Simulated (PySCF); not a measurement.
Al(Cl)(F)(SiH3) (AlClFH3Si), SMILES [Cl][Al]([SiH3])[F]. Heavy atoms are numbered as in [Al:1]([Cl:2])([F:3])[SiH3:4]. Hydrogens are named by the atom that carries them.

The structure is a stationary point at PBE-D3(BJ)/def2-SVP.

Level of theory: B3LYP/def2-TZVPD (PySCF).

Mulliken values depend strongly on the basis, most of all with diffuse functions as here. Atomic charges (e), one atom of each kind:

```csv
atom,Mulliken,IAO
Al1,0.56,1.02
Cl2,-0.23,[?]
F3,-0.31,-0.57
Si4 (SiH3),0.23,[?]
H on Si4,-0.07,[?]
```

Q: Fill in the missing entries. (Estimate from the structure and the level; the computed values follow.)

A: 
- Cl2, IAO: -0.36
- Si4 (SiH3), IAO: 0.18
- H on Si4, IAO: -0.09
